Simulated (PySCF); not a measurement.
IPb, doublet, geometry from GFN2-xTB (such geometries of metal compounds can be far from the true shape) (the spin is typed, not shown lowest) (core potentials on I, Pb); B3LYP/def2-SV(P) (PySCF).

Here is a job for PySCF.
```python
from pyscf import gto, scf, dft

mol = gto.M(
    atom='''
Pb   -0.00000000   -0.00000000   -1.09402383
I     0.00000000    0.00000000    1.69264065
''',
    basis='def2-sv(p)',
    ecp={'I': 'def2-sv(p)', 'Pb': 'def2-sv(p)'},
    spin=1,
    verbose=4,
)

mf = dft.UKS(mol)
mf.xc = 'b3lyp'
mf.init_guess = 'atom'
mf.kernel()
mf.analyze()
```

Question: Predict the main parts of the log of this PySCF run.

Answer: 
```
PySCF version 2.14.0

[INPUT] verbose = 4
[INPUT] num. atoms = 2
[INPUT] num. electrons = 47
[INPUT] charge = 0
[INPUT] spin (= nelec alpha-beta = 2S) = 1
[INPUT] symmetry False subgroup None
[INPUT] Mole.unit = angstrom
[INPUT] Symbol           X                Y                Z      unit          X                Y                Z       unit  Magmom
[INPUT]  1 Pb     0.000000000000   0.000000000000  -1.094023830000 AA    0.000000000000   0.000000000000  -2.067405412448 Bohr   0.0
[INPUT]  2 I      0.000000000000   0.000000000000   1.692640650000 AA    0.000000000000   0.000000000000   3.198627255806 Bohr   0.0

nuclear repulsion = 104.442952531551
number of shells = 20
number of NR pGTOs = 122
number of NR cGTOs = 52
basis = def2-sv(p)
ecp = {'I': 'def2-sv(p)', 'Pb': 'def2-sv(p)'}

******** <class 'pyscf.dft.uks.UKS'> ********
method = UKS
initial guess = atom
damping factor = 0
level_shift factor = 0
DIIS = <class 'pyscf.scf.diis.CDIIS'>
diis_start_cycle = 1
diis_space = 8
diis_damp = 0
SCF conv_tol = 1e-09
SCF conv_tol_grad = None
SCF max_cycles = 50
direct_scf = True
direct_scf_tol = 1e-13
number electrons alpha = 24  beta = 23
XC library pyscf.dft.libxc version 7.1.2
    S. Lehtola, C. Steigemann, M. J. T. Oliveira, and M. A. L. Marques,  SoftwareX 7, 1–5 (2018)
XC functionals = b3lyp
    P. J. Stephens, F. J. Devlin, C. F. Chabalowski, and M. J. Frisch,  J. Phys. Chem. 98, 11623 (1994)
radial grids:
    Treutler-Ahlrichs [JCP 102, 346 (1995); DOI:10.1063/1.469408] (M4) radial grids

becke partition: Becke, JCP 88, 2547 (1988); DOI:10.1063/1.454033
pruning grids: <function nwchem_prune>
grids dens level: 3
symmetrized grids: False
atomic radii adjust function: <function treutler_atomic_radii_adjust>
small_rho_cutoff = 0
Set gradient conv threshold to 3.16228e-05
Spherically averaged atomic HF for {'I', 'Pb'}

******** <class 'pyscf.scf.atom_hf.AtomSphAverageRHF'> ********
method = AtomSphAverageRHF
initial guess = minao
damping factor = 0
level_shift factor = 0
DIIS = <class 'pyscf.scf.diis.CDIIS'>
diis_start_cycle = 1
diis_space = 8
diis_damp = 0
SCF conv_tol = 1e-09
SCF conv_tol_grad = None
SCF max_cycles = 50
direct_scf = True
direct_scf_tol = 1e-13
atom = Pb
Set gradient conv threshold to 3.16228e-05
Initial guess from minao.
init E= -167.491514003573
cycle= 1 E= -191.310391230318  delta_E= -23.8  |g|=    0  |ddm|= 12.6
cycle= 2 E= -191.613061783691  delta_E= -0.303  |g|=    0  |ddm|= 2.89
cycle= 3 E= -191.644608122051  delta_E= -0.0315  |g|=    0  |ddm|= 0.549
cycle= 4 E= -191.644746697551  delta_E= -0.000139  |g|=    0  |ddm|= 0.0734
cycle= 5 E= -191.644751559627  delta_E= -4.86e-06  |g|=    0  |ddm|= 0.0186
cycle= 6 E= -191.644751566454  delta_E= -6.83e-09  |g|=    0  |ddm|= 0.000751
cycle= 7 E= -191.644751566469  delta_E= -1.48e-11  |g|=    0  |ddm|= 1.57e-05
Extra cycle  E= -191.644751566469  delta_E= -8.53e-14  |g|=    0  |ddm|= 2.37e-07
Atomic HF for atom  Pb  converged. SCF energy = -191.644751566469

******** <class 'pyscf.scf.atom_hf.AtomSphAverageRHF'> ********
method = AtomSphAverageRHF
initial guess = minao
damping factor = 0
level_shift factor = 0
DIIS = <class 'pyscf.scf.diis.CDIIS'>
diis_start_cycle = 1
diis_space = 8
diis_damp = 0
SCF conv_tol = 1e-09
SCF conv_tol_grad = None
SCF max_cycles = 50
direct_scf = True
direct_scf_tol = 1e-13
atom = I
Set gradient conv threshold to 3.16228e-05
Initial guess from minao.
init E= -264.636557067808
cycle= 1 E= -295.856582700366  delta_E= -31.2  |g|=    0  |ddm|= 7.13
cycle= 2 E= -296.456534784314  delta_E= -0.6  |g|=    0  |ddm|= 3.62
cycle= 3 E= -296.500855479371  delta_E= -0.0443  |g|=    0  |ddm|= 0.575
cycle= 4 E= -296.50092027826  delta_E= -6.48e-05  |g|=    0  |ddm|= 0.0452
cycle= 5 E= -296.500922042523  delta_E= -1.76e-06  |g|=    0  |ddm|= 0.00754
cycle= 6 E= -296.500922061485  delta_E= -1.9e-08  |g|=    0  |ddm|= 0.000817
cycle= 7 E= -296.500922061648  delta_E= -1.63e-10  |g|=    0  |ddm|= 8.76e-05
Extra cycle  E= -296.500922061648  delta_E=    0  |g|=    0  |ddm|= 1.3e-06
Atomic HF for atom  I  converged. SCF energy = -296.500922061648

tot grids = 45192
init E= -490.793414601494

cycle= 1 E= -490.756026904146  delta_E= 0.0374  |g|= 0.137  |ddm|= 1.17
cycle= 2 E= -490.677810235085  delta_E= 0.0782  |g|= 0.328  |ddm|= 0.796
cycle= 3 E= -490.775542746119  delta_E= -0.0977  |g|= 0.0156  |ddm|= 0.528
cycle= 4 E= -490.775633490141  delta_E= -9.07e-05  |g|= 0.00895  |ddm|= 0.0466
cycle= 5 E= -490.775696412198  delta_E= -6.29e-05  |g|= 0.00103  |ddm|= 0.0159
cycle= 6 E= -490.775697440423  delta_E= -1.03e-06  |g|= 0.000353  |ddm|= 0.00271
cycle= 7 E= -490.775697594082  delta_E= -1.54e-07  |g|= 9.17e-05  |ddm|= 0.000881
cycle= 8 E= -490.775697610807  delta_E= -1.67e-08  |g|= 2.34e-05  |ddm|= 0.000327
cycle= 9 E= -490.775697612435  delta_E= -1.63e-09  |g|= 5.59e-06  |ddm|= 0.000115
cycle= 10 E= -490.775697612511  delta_E= -7.65e-11  |g|= 1.65e-06  |ddm|= 2.59e-05
Extra cycle  E= -490.775697612516  delta_E= -4.32e-12  |g|= 1.08e-06  |ddm|= 6.67e-06
converged SCF energy = -490.775697612516  <S^2> = 0.75182906  2S+1 = 2.0018282
**** SCF Summaries ****
Total Energy =                        -490.775697612515671
Nuclear Repulsion Energy =             104.442952531551271
One-electron Energy =                -1062.971976036304795
Two-electron Energy =                  467.753325892237854
Two-electron Coulomb Energy =          506.209081978895540
DFT Exchange-Correlation Energy =      -38.455756086657679
**** MO energy ****
                             alpha | beta                alpha | beta
MO #1   energy= -6.82269566695211  | -6.82246162047771  occ= 1 | 1
MO #2   energy= -5.52348628854333  | -5.52130585483828  occ= 1 | 1
MO #3   energy= -4.84400425380361  | -4.8440145034834   occ= 1 | 1
MO #4   energy= -4.83893872732204  | -4.83892334246708  occ= 1 | 1
MO #5   energy= -4.83646871989015  | -4.83577997004052  occ= 1 | 1
MO #6   energy= -3.36178167060667  | -3.36131245646059  occ= 1 | 1
MO #7   energy= -3.35523983557561  | -3.35472168056419  occ= 1 | 1
MO #8   energy= -3.35051136765267  | -3.34627196797601  occ= 1 | 1
MO #9   energy= -1.8928681884587   | -1.89287068890451  occ= 1 | 1
MO #10  energy= -1.8914895006437   | -1.89155974735007  occ= 1 | 1
MO #11  energy= -1.88937225864916  | -1.88894314678513  occ= 1 | 1
MO #12  energy= -1.88493222307099  | -1.88450733739222  occ= 1 | 1
MO #13  energy= -1.88474558469362  | -1.88424700066361  occ= 1 | 1
MO #14  energy= -0.8718143703335   | -0.870933110868656 occ= 1 | 1
MO #15  energy= -0.868787773492274 | -0.867937678550958 occ= 1 | 1
MO #16  energy= -0.864127293116367 | -0.859207173615015 occ= 1 | 1
MO #17  energy= -0.85964364864006  | -0.853960422194005 occ= 1 | 1
MO #18  energy= -0.858500484099021 | -0.853675844028406 occ= 1 | 1
MO #19  energy= -0.674870624074285 | -0.672561380530489 occ= 1 | 1
MO #20  energy= -0.503271061476924 | -0.483452729424897 occ= 1 | 1
MO #21  energy= -0.28359333919424  | -0.279811418379875 occ= 1 | 1
MO #22  energy= -0.265617509949913 | -0.265274263198195 occ= 1 | 1
MO #23  energy= -0.265557482351099 | -0.257984926246514 occ= 1 | 1
MO #24  energy= -0.165599357801283 | -0.113056589892525 occ= 1 | 0
MO #25  energy= -0.120972584154503 | -0.088279114210164 occ= 0 | 0
MO #26  energy= -0.0467887539016854 | -0.0405107223763146 occ= 0 | 0
MO #27  energy= 0.153665520203263  | 0.163625433464145  occ= 0 | 0
MO #28  energy= 0.183034434774243  | 0.185788048803198  occ= 0 | 0
MO #29  energy= 0.21090749368549   | 0.213737903512456  occ= 0 | 0
MO #30  energy= 0.211318788788187  | 0.230901005975018  occ= 0 | 0
MO #31  energy= 0.269360078459931  | 0.272224599433621  occ= 0 | 0
MO #32  energy= 0.269633348289173  | 0.287638710771774  occ= 0 | 0

spin_pop of  0 Pb 5s       -0.00003
spin_pop of  0 Pb 6s        0.00166
spin_pop of  0 Pb 7s       -0.00148
spin_pop of  0 Pb 8s        0.00029
spin_pop of  0 Pb 5px       0.00030
spin_pop of  0 Pb 5py       0.00012
spin_pop of  0 Pb 5pz      -0.00004
spin_pop of  0 Pb 6px       0.03393
spin_pop of  0 Pb 6py       0.01290
spin_pop of  0 Pb 6pz       0.00101
spin_pop of  0 Pb 7px       0.03022
spin_pop of  0 Pb 7py       0.01169
spin_pop of  0 Pb 7pz       0.00194
spin_pop of  0 Pb 8px       0.61146
spin_pop of  0 Pb 8py       0.23560
spin_pop of  0 Pb 8pz       0.01049
spin_pop of  0 Pb 5dxy     -0.00252
spin_pop of  0 Pb 5dyz     -0.00330
spin_pop of  0 Pb 5dz^2    -0.00518
spin_pop of  0 Pb 5dxz     -0.00497
spin_pop of  0 Pb 5dx2-y2   -0.00183
spin_pop of  0 Pb 6dxy      0.00133
spin_pop of  0 Pb 6dyz      0.00354
spin_pop of  0 Pb 6dz^2     0.00510
spin_pop of  0 Pb 6dxz      0.00469
spin_pop of  0 Pb 6dx2-y2    0.00213
spin_pop of  1 I 4s       -0.00000
spin_pop of  1 I 5s       -0.00007
spin_pop of  1 I 6s        0.00010
spin_pop of  1 I 7s        0.00001
spin_pop of  1 I 4px       0.00006
spin_pop of  1 I 4py       0.00026
spin_pop of  1 I 4pz       0.00004
spin_pop of  1 I 5px      -0.00116
spin_pop of  1 I 5py       0.00001
spin_pop of  1 I 5pz      -0.00000
spin_pop of  1 I 6px      -0.00095
spin_pop of  1 I 6py       0.04158
spin_pop of  1 I 6pz       0.00936
spin_pop of  1 I 7px      -0.01052
spin_pop of  1 I 7py       0.00460
spin_pop of  1 I 7pz       0.00179
spin_pop of  1 I 4dxy      0.00066
spin_pop of  1 I 4dyz     -0.00000
spin_pop of  1 I 4dz^2     0.00168
spin_pop of  1 I 4dxz     -0.00013
spin_pop of  1 I 4dx2-y2    0.00001
spin_pop of  1 I 5dxy      0.00089
spin_pop of  1 I 5dyz      0.00023
spin_pop of  1 I 5dz^2     0.00237
spin_pop of  1 I 5dxz      0.00013
spin_pop of  1 I 5dx2-y2   -0.00002
In total            24.00000 | 23.00000
Dipole moment(X, Y, Z, Debye):  0.00000,  0.00000, -2.95570
```
